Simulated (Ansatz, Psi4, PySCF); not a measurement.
System: BeF2 (charge 0, singlet). SMILES: [F][Be][F]
Coordinates optimised at B3LYP-D3(BJ)/def2-TZVP (Ansatz, an electronic-structure program):
```xyz
3

Be     0.0000     0.0000     0.0000
F      0.0000     0.0000    -1.3812
F      0.0000     0.0000     1.3812
```
Charge 0, spin multiplicity 1.

Property: vertical triplet-singlet gap, E(triplet) - E(singlet), in eV. Set-up: UHF or UKS for open shells; non-relativistic; spin-orbit terms left out; frozen cores in correlated levels; 6-311+G** with 5d; each state is the SCF solution reached for its charge and spin; six Cartesian d functions in 6-31G* and its kin unless marked 5d; no dispersion term unless named. Ab initio and DFT rows: single points at B3LYP-D3(BJ) geometries (Ansatz). Levels can end on unlike triplets.

```tsv
level	program	vertical triplet-singlet gap, E(triplet) - E(singlet) (eV)
HF/6-31G*	Ansatz	9.33
HF/6-311+G**	Ansatz	8.93
PBE/6-31G*	Ansatz	8.69
PBE/6-311+G**	Ansatz	8.66
B3LYP/STO-3G	Ansatz	8.59
B3LYP/3-21G	Ansatz	8.67
B3LYP/6-31G*	Ansatz	9.28
B3LYP/6-311+G**	Ansatz	9.23
M06-2X/6-31G* (5d)	PySCF	10.05
wB97X-D/6-31G*	Psi4	9.85
MP2/6-31G*	Ansatz	10.71
MP2/6-311+G**	Ansatz	10.42
B3LYP/def2-TZVPD	Ansatz	9.18
M06-2X/def2-TZVPD	PySCF	9.91
wB97M-V/def2-TZVPD	Ansatz	9.70
```

No value to compare with is used here. The 12 habitual levels span 8.59 (B3LYP/STO-3G) to 10.71 eV (MP2/6-31G*); B3LYP/def2-TZVPD gives 9.18.

The levels are drawn from those run, B3LYP/6-31G* more often than the rest, none by its result; left out are runs that failed, that the program found above a lower state of the same kind, or whose <S^2> lies over 0.5 above the pure value.
